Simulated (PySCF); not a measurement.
C₃H₇PSi.
Cartesian coordinates in Å at the PBE0-D3(BJ)/def2-SVP level; atoms count from 1:
```
atom  x, y, z in Å
C1     2.4272   -1.3359   -0.6826
C2     1.4357   -0.7962   -0.2269
Si3   -0.0581    0.0404    0.4412
C4    -1.6066   -0.7190   -0.2914
P5     0.0840    2.2119   -0.1969
H6     3.3036   -1.8143   -1.0837
H7    -0.0469   -0.1147    1.9278
H8    -1.6699   -1.7872   -0.0338
H9    -1.5962   -0.6255   -1.3878
H10   -2.5074   -0.2160    0.0930
H11   -0.9008    2.6379    0.7501
H12    1.1755    2.4913    0.6818
```

Jobs on this species (12 atoms, 54 electrons) with PySCF (density fitting). Hardware of each: an Arm Neoverse V1 with one thread, no GPU, on a shared host. The host was shared with other jobs, so the times are rough. Peak memory is the resident size of the whole Python process, interpreter and libraries included.

```csv
level and settings,work,basis functions,SCF cycles,wall time,peak memory
WP04/pcSseg-2,shieldings,292,?,?,?
PBE0/aug-cc-pVDZ,"shieldings, charges and field gradients",186,13,21 s,0.90 GiB
B3LYP/cc-pVTZ,"spin–spin couplings from 12 perturbed nuclei, spin–dipole term for 2 of them",256,14,64 s,0.94 GiB
PBE0/6-31G,"shieldings, charges and field gradients",67,13,6.1 s,0.44 GiB
B3LYP/def2-TZVP,"spin–spin couplings from 12 perturbed nuclei, spin–dipole term for 2 of them",209,14,46 s,0.81 GiB
B97-2/pcSseg-2,shieldings,292,13,51 s,1.1 GiB
BP86/pcSseg-2,shieldings,292,14,55 s,0.86 GiB
OPBE/pcSseg-2,shieldings,292,15,62 s,0.86 GiB
wB97X-D/pcSseg-2,shieldings,292,13,68 s,1.3 GiB
```

Problem. Fill in the missing figures.

Solution. 
- WP04/pcSseg-2; shieldings: 45 s, 1.1 GiB, 14 SCF cycles

Problem. What do all jobs in the table cost together?

Solution. About 7.0 min; the longest takes about 16 % of that, and about 11 times as long as the shortest.
